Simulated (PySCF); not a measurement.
B(F)(GeH3)(OH), SMILES O[B](F)[GeH3], PBE0/def2-SVP optimised geometry.

```
8

B      0.61    -0.38     0.00
F      1.95    -0.38     0.00
Ge    -0.43     1.41     0.00
H     -0.17     2.18     1.31
H      0.04     2.32    -1.15
H     -1.95     1.19    -0.14
O     -0.04    -1.56     0.01
H      0.57    -2.32     0.01
```

Density from PBE0/def2-TZVP (PySCF) at that geometry.

Minimum of the electron density along straight lines between bonded atoms, close to the bond critical point (lines longer than 1.1 times the sum of covalent radii, or with two minima, are not listed):

```tsv
bond	length / Å	ρ at the minimum / e bohr⁻³	∇²ρ there / e bohr⁻⁵	position (fraction from the first atom)
B1–F2	1.337	0.196	1.21	0.34
B1–Ge3	2.073	0.114	-0.11	0.51
Ge3–H4	1.542	0.131	0.06	0.59
Ge3–H5	1.541	0.131	0.06	0.59
Ge3–H6	1.539	0.132	0.06	0.59
B1–O7	1.344	?	1.02	0.33
O7–H8	0.968	?	?	0.81
```

Task: Complete the blanks.

Result: 
- B1–O7, ρ at the minimum / e bohr⁻³: 0.220
- O7–H8, ρ at the minimum / e bohr⁻³: 0.352
- O7–H8, ∇²ρ there / e bohr⁻⁵: -2.40
